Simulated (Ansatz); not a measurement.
Reaction (isomerisation): `B[SiH](B)O` → `BO[SiH2]B`

Gas-phase electronic energies from Ansatz, PBE0-D4/def2-TZVP geometries. CCSD(T)/CBS adds triple-zeta CCSD(T) − MP2 to the extrapolated MP2 energy (def2 sets, frozen cores). Functionals use def2-TZVPP. Each species was taken in one conformer, which may not be the lowest.

```
             level  ΔE (kJ/mol)  difference from CCSD(T)/CBS
       LDA (SPW92)       -152.8                          7.3
            B97M-V       -154.9                          5.2
        r2SCANh-D4       -156.5                          3.6
      CAM-B3LYP-D4       -169.5                         -9.4
           ωB97X-V       -160.4                         -0.3
          PBE-QIDH       -160.1                          0.0
               PBE       -146.5                         13.6
            r2SCAN       -155.1                          5.0
              PBE0       -151.9                          8.2
           r2SCAN0       -158.8                          1.3
           LC-ωPBE       -157.5                          2.6
      MP2/def2-SVP       -189.8                        -29.7
     CCSD/def2-SVP       -184.1                        -24.0
  CCSD(T)/def2-SVP       -184.6                        -24.5
SCS-MP2/def2-TZVPP       -170.2                        -10.1
     MP2/CBS(def2)       -166.0                         -5.9
       CCSD(T)/CBS       -160.1                            0
```

Question: What do rigid-rotor, harmonic-oscillator terms from PBE0-D4/def2-TZVP frequencies (298.15 K, 1 bar) make of the CCSD(T)/CBS value? (Estimate.)

Answer: Computed: ΔZPE = +0.3 kJ/mol, ΔH = -161.2 kJ/mol, ΔS = -5 J/(mol·K), ΔG = -159.6 kJ/mol.

Largest T1 diagnostic among the species: 0.014.

Leaving LDA and LC-ωPBE aside and taking each functional with its dispersion term where it has one, the values, not all of them listed here, spread over 25.6 kJ/mol, from BHLYP-D4 to revPBE-D4. LDA lies −6.3 kJ/mol from PBE without D4. In def2-TZVPP, CCSD(T) changes the Hartree–Fock value by +15.8 kJ/mol (the triples alone add +1.2 kJ/mol) and MP2 by +9.8 kJ/mol.
